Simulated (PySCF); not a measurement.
**MF for M along group 13**

PBE0 with triple-zeta basis sets in PySCF, for the lowest determinant that a PBE0 search found; no spin–orbit coupling. De refers to high-spin ground-configuration atoms. A positive dipole means M(−)F(+).

```json
{"M": "B", "basis": "def2-TZVPP", "state (unpaired electrons)": "singlet (closed shell)", "Re (Å)": "1.263", "ωe (cm⁻¹)": "1416", "De (eV)": "7.78", "μ (D)": "1.01"}
{"M": "Al", "basis": "def2-TZVPP", "state (unpaired electrons)": "singlet (closed shell)", "Re (Å)": "1.664", "ωe (cm⁻¹)": "785", "De (eV)": "6.76", "μ (D)": "-1.39"}
{"M": "Ga", "basis": "def2-TZVPP", "state (unpaired electrons)": "singlet (closed shell)", "Re (Å)": "1.787", "ωe (cm⁻¹)": "619", "De (eV)": "5.94", "μ (D)": "-2.22"}
{"M": "In", "basis": "x2c-TZVPPall", "state (unpaired electrons)": "singlet (closed shell)", "Re (Å)": "1.995", "ωe (cm⁻¹)": "529", "De (eV)": "5.39", "μ (D)": "-3.19"}
{"M": "Tl", "basis": "def2-TZVPP", "state (unpaired electrons)": "singlet (closed shell)", "Re (Å)": "2.097", "ωe (cm⁻¹)": "473", "De (eV)": "5.03", "μ (D)": "-4.09"}
```

**Question.** By what factor does the well depth vary along the series?

**Answer.** At PBE0 it runs from 5.03 eV (TlF) to 7.78 eV (BF), a factor of 1.55.

The rows differ in basis set, which adds steps of its own.

Down a group the atoms grow and get heavier, so bonds lengthen and wavenumbers fall; this series shows no clear exception.

Spin–orbit coupling is left out, which matters for elements this heavy, above all for dissociation energies.
